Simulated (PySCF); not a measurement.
An unknown shows these calculated signals:

1H NMR (300 MHz, computed): δ 4.21 (m, 1H), 3.56 (m, 1H), 1.99 (m, 2H), 1.93 (m, 2H), 1.09 (m, 2H), 0.96 (m, 2H), 0.15 (d, 3H).

13C{1H} NMR (computed): δ 21.8 (CH2), 12.1 (CH2), -7.0 (CH3).

No solvent, one computed conformer, equivalent nuclei averaged, non-relativistic Hamiltonian. Shielding tensors at PBE0/pcSseg-1 (GIAO); coordinates at the GFN2-xTB level; PySCF 2.14.0 with density-fitted response routines.

Referencing at the same level of theory: 1H (31.72 ppm) and 13C (186.93 ppm) against TMS.

Problem. Which of these does the molecule contain: a Si–H bond, a vinyl group CH=CH2, an NH or NH2 group, a Si–CH3 group, an ester?

Solution. 
- A Si–H bond: yes (δH 4.21 (m)).
- A vinyl group CH=CH2: no.
- An NH or NH2 group: no.
- A Si–CH3 group: yes (δC -7.0; δH 0.15 (d)).
- An ester: no.

The data belong to `InChI=1S/C5H13PSi/c1-7-4-2-6-3-5-7/h6-7H,2-5H2,1H3`; they needn't prove each group on their own.

Carbon signals by region: 3 below 50 ppm.

Splittings by 31P in the carbon and heteronuclear signals aren't shown, as no couplings were computed. Shifts are as computed. Against solution values, carbons near 30 ppm lie about +3 ppm off and those near 130 ppm about +5 ppm. Of 1211 compounds with measured shifts, 218 miss one by over three times the rms of a fit or turn the order of signals round; such compounds aren't used in these exercises. Multiplicities follow the n + 1 count of equivalent neighbours, as no J values were calculated; m marks all less simple cases, F and P coupling included.
